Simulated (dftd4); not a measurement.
H3S2 (SMILES S[SH2+]), charge +1, singlet, at a GFN2-xTB geometry; D4 for pbe0 (dftd4 4.2.0).

Input for dftd4:
```
$ dftd4 mol.xyz --func pbe0 --charge 1 --json dftd4.json --noedisp

# file mol.xyz
5

S      0.89863091    -0.20318323     0.56442505
S     -0.81776582     0.18767189    -0.54542269
H      1.70492471    -0.24812458    -0.50411846
H     -1.33373201     1.21504808     0.18436999
H     -1.66503405    -0.71874195     0.01571083
```

Write the output that dftd4 gives for this input, abridged.


```
                    ____  _____ _____     ____  _  _
      -------------|  _ \|  ___|_   _|---|  _ \| || |------------
     |             | | | | |_    | | ___ | | | | || |_           |
     |             | |_| |  _|   | ||___|| |_| |__   _|          |
     |             |____/|_|     |_|     |____/   |_|            |
     |             ===================================           |
     |            E. Caldeweyher, S. Ehlert & S. Grimme          |
     |          Mulliken Center for Theoretical Chemistry        |
     |                    University of Bonn                     |
      -----------------------------------------------------------

Rational (Becke-Johnson) damping: pbe0-D4-ATM
---------------------
  s6         1.0000
  s8         1.2007
  s9         1.0000
  a1         0.4009
  a2         5.0293
 alp        16.0000
--------------------

Dispersion energy:      -2.0276135549927E-03 Eh

[Info] JSON dump of results written to 'dftd4.json'
```
